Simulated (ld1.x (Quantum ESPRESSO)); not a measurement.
# An all-electron radial function and its pseudo partner (Re)

Columns: radius, all-electron u(r) and pseudo u(r) of the 6s shell (level -9.22 eV) of rhenium in the configuration [Kr] 4d10 4f14 5s2 5p6 5d5 6s1.5 6p0; PBE, scalar-relativistic, TM semilocal scheme, ld1.x (Quantum ESPRESSO) 7.5.

```tsv
r (bohr)	all-electron	pseudo
0.132	0.1313	-0.0127
0.265	-0.1117	-0.0263
0.398	-0.1711	-0.0416
0.530	0.0436	-0.0593
0.663	0.2411	-0.0807
0.795	0.3179	-0.1068
0.928	0.2859	-0.1389
1.060	0.1852	-0.1776
1.193	0.0504	-0.2242
1.325	-0.0907	-0.2778
1.458	-0.2246	-0.3381
1.590	-0.3413	-0.4017
1.723	-0.4393	-0.4660
1.855	-0.5167	-0.5255
1.988	-0.5759	-0.5773
2.120	-0.6179	-0.6173
2.252	-0.6454	-0.6449
2.385	-0.6606	-0.6605
2.518	-0.6652	-0.6652
2.650	-0.6613	-0.6613
2.782	-0.6505	-0.6505
2.915	-0.6342	-0.6342
3.048	-0.6135	-0.6135
3.180	-0.5899	-0.5899
3.312	-0.5640	-0.5640
3.445	-0.5365	-0.5365
```

Task: How many radial nodes do the two functions have?

Result: The all-electron 6s function has n − l − 1 = 5 (the table is too coarse to show those close to the nucleus); the pseudo-wave has 0, since the states of the same l below it are removed with the core.

Task: At about which radius was the pseudo-wave matched?

Result: 2.65 bohr. The columns agree to 0.0005 from 2.25 bohr on; several derivatives are matched, so the curves merge somewhat inside the radius.

Task: Where does each function peak?

Result: Outermost all-electron maximum near 2.52 bohr, pseudo maximum near 2.52 bohr (to the table’s step).

Task: Is the pseudo-wave norm-conserving?

Result: Yes: the TM semilocal scheme keeps the norm inside the radius equal to the all-electron one, which fixes the energy derivative of the logarithmic derivative at the level.
